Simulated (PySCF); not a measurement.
All values below come from TPSSh-D3(BJ)/def2-TZVP // BP86-D3(BJ)/def2-SVP run with PySCF. Isolated molecules, 0 K electronic values unless said otherwise. One relaxed conformer stands for a flexible species; it need not be the lowest. 

Reference species: [Ti(F)4] (neutral, multiplicity 1).

| Property | Result |
|---|---|
| LUMO | -3.73 eV |
| mean distance from the central atom to its bonded neighbours | 1.744 Å |
| charge on the central atom (meta-Löwdin) | 1.66 e |
| HOMO | -11.38 eV |

After one change: the LUMO rises by 0.74 eV; the mean distance from the central atom to its bonded neighbours rises by 0.009 Å; the charge on the central atom (meta-Löwdin) falls by 0.07 e; the HOMO rises by 1.76 eV.

**Question.** What was changed between the two runs? The new species is one of these.
A. [Ti(OH)4]
B. [Ti(F)3(OH)]
C. [Ti(F)(OH)3]
D. [Ti(F)2(OH)2]

**Answer.** B, [Ti(F)3(OH)]
